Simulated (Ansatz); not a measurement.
Z-matrix (Å, degrees):
```
Si
O 1 1.543
O 1 1.590 2 124.2
H 1 1.465 2 122.2 3 -174.2
Si 2 1.869 1 128.2 3 8.1
H 3 0.984 1 109.7 2 0.4
F 5 1.714 2 92.0 1 -10.0
H 5 1.531 2 91.0 1 -105.4
```

Charge 0, multiplicity 1. The bonds changed during the relaxation, so this is another structure than the one it started from.

Q: List the CAM-B3LYP/def2-TZVPP orbital energies in eV (the Gaussian-basis code of Ansatz). (Best estimate.)

A: Computed: Occupied: -1804.02, -1800.86, -672.52, -524.47, -523.56, -148.49, -145.18, -103.95, -103.77, -103.74, -100.58, -100.52, -100.37, -33.46, -31.58, -29.94, -18.85, -17.29, -15.33, -14.87, -14.42, -13.99, -13.14, -13.05, -12.54, -12.16, -10.88, -6.48. Lowest empty: -1.36, -0.27, 1.09, 1.94, 2.43, 3.43, 3.78, 4.09.
